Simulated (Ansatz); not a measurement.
Ansatz (a program for electronic structure) input (RI-MP2/cc-pVTZ):
A basis named .json is the Basis Set Exchange file of that set.

Ansatz 0.2 input:
```yaml
crystal:
  periodic: [false, false, false]
  atoms:
    - {symbol: C, position_ang: [-2.31833493, 0.59078556, 0.05953601]}
    - {symbol: C, position_ang: [-0.86022925, 0.23164953, 0.02338830]}
    - {symbol: C, position_ang: [0.13772624, 1.19887004, 0.12517905]}
    - {symbol: C, position_ang: [1.46850610, 0.81439261, 0.08627322]}
    - {symbol: C, position_ang: [1.76756243, -0.53622856, -0.05434147]}
    - {symbol: N, position_ang: [0.83270576, -1.47844709, -0.15346739]}
    - {symbol: C, position_ang: [-0.44164766, -1.09116700, -0.11421836]}
    - {symbol: H, position_ang: [-2.57769236, 1.27178627, -0.75425786]}
    - {symbol: H, position_ang: [-2.57926955, 1.08922723, 0.99588942]}
    - {symbol: H, position_ang: [-2.94421678, -0.29667835, -0.03359998]}
    - {symbol: H, position_ang: [-0.12818816, 2.24409407, 0.23396743]}
    - {symbol: H, position_ang: [2.26334991, 1.54458974, 0.16315687]}
    - {symbol: H, position_ang: [2.79825679, -0.87266768, -0.08850682]}
    - {symbol: H, position_ang: [-1.18267779, -1.88103476, -0.19727780]}
basis:
  gaussian:
    orbitals: cc-pVTZ
    fitting: {mean_field: def2-universal-jkfit, correlation: cc-pVTZ-RIFIT.json}
magnetization: {spin_polarized: false}
correlation: {method: mp2, electrons: outside_noble_gas}
```

End of the output:

```
integrals: 0.43 GiB planned
653 factors; integrals over basis functions are off by at most 9.1e-1 eV
0.73 GiB of device memory are held for the factors and their scratch space
mean field: 1.13 GiB planned
mean field evaluation 1: about -7773.6886 eV, gradient 3.7e1 eV
mean field evaluation 2: about -7777.2350 eV, gradient 1.4e1 eV
mean field evaluation 4: about -7777.7358 eV, gradient 1.3e0 eV
mean field evaluation 8: about -7777.7406 eV, gradient 8.7e-7 eV
mean field -7777.74063092 eV, -285.8266962444 hartree, gradient 8.7e-7 eV, S^2 0.000000; 0 other end points of the search recorded, 0 dependent functions left out; unrestricted orbitals would lower it
7 core orbitals not correlated
777 factors; their error is unknown
reference -7777.74063092 eV, -285.8266962444 hartree; 18, 18 occupied and 283, 283 virtual orbitals, 777 factors
second order -31.56864306 eV of doubles, -0.00000000 eV of singles
Total energy: -7809.30927398 eV, -286.9868224788 hartree
```
